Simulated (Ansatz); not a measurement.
These are Ansatz (a program for electronic structure) with frozen-core CCSD(T)/cc-pVTZ // r2SCAN-D4/def2-TZVP values and carry that method's errors. The restricted HF reference is unstable towards unrestricted orbitals.

Ansatz 0.2 input:
```yaml
crystal:
  periodic: [false, false, false]
  atoms:
    - { symbol: N, position_ang: [1.588041, 0.53585, -0.671759] }
    - { symbol: C, position_ang: [0.698394, 0.177546, 0.16103] }
    - { symbol: C, position_ang: [-0.697772, -0.177436, -0.16055] }
    - { symbol: N, position_ang: [-1.58841, -0.535871, 0.671127] }
    - { symbol: H, position_ang: [1.201198, 0.547209, -1.622158] }
    - { symbol: H, position_ang: [0.972151, 0.120189, 1.221378] }
    - { symbol: H, position_ang: [-0.971015, -0.119924, -1.221003] }
    - { symbol: H, position_ang: [-1.202585, -0.547562, 1.62193] }
basis:
  gaussian: { orbitals: cc-pVTZ }
correlation:
  method: ccsd_t
```

Output:

```
Functional definition: HF
1025 factors; integrals over basis functions are off by at most 9.7e-4 eV
mean field evaluation 1: about -5085.1749 eV, gradient 3.5e1 eV
mean field evaluation 2: about -5085.1795 eV, gradient 3.5e1 eV
mean field evaluation 4: about -5088.0768 eV, gradient 4.5e0 eV
mean field evaluation 8: about -5088.1486 eV, gradient 1.4e-1 eV
mean field evaluation 16: about -5088.1377 eV, gradient 1.4e0 eV
mean field -5088.14874564 eV, -186.9860175312 hartree, gradient 3.9e-6 eV, S^2 0.000000; 0 other end points of the search recorded, 0 dependent functions left out; unrestricted orbitals would lower it
4 core orbitals not correlated
reference -5088.14874564 eV, -186.9860175312 hartree; 11, 11 occupied and 161, 161 virtual orbitals, 1025 factors
second order -19.63280146 eV of doubles, -0.00000000 eV of singles
cycle   1  -19.56808044 eV  change    6.5e-2 eV  update   1.0e-1
cycle   2  -20.10480086 eV  change   -5.4e-1 eV  update   3.3e-2
cycle   3  -20.23616238 eV  change   -1.3e-1 eV  update   1.6e-2
cycle   4  -20.22904157 eV  change    7.1e-3 eV  update   4.4e-3
cycle   5  -20.22995993 eV  change   -9.2e-4 eV  update   1.8e-3
cycle   6  -20.23106421 eV  change   -1.1e-3 eV  update   5.0e-4
cycle   7  -20.23085362 eV  change    2.1e-4 eV  update   2.3e-4
cycle   8  -20.23081863 eV  change    3.5e-5 eV  update   8.8e-5
cycle   9  -20.23082377 eV  change   -5.1e-6 eV  update   3.3e-5
cycle  10  -20.23081054 eV  change    1.3e-5 eV  update   1.3e-5
perturbative correction -0.97321885 eV, -0.0357651332 hartree
Total energy: -5109.35277503 eV, -187.7652512388 hartree
```

Cost: around 60 core-seconds (rough).
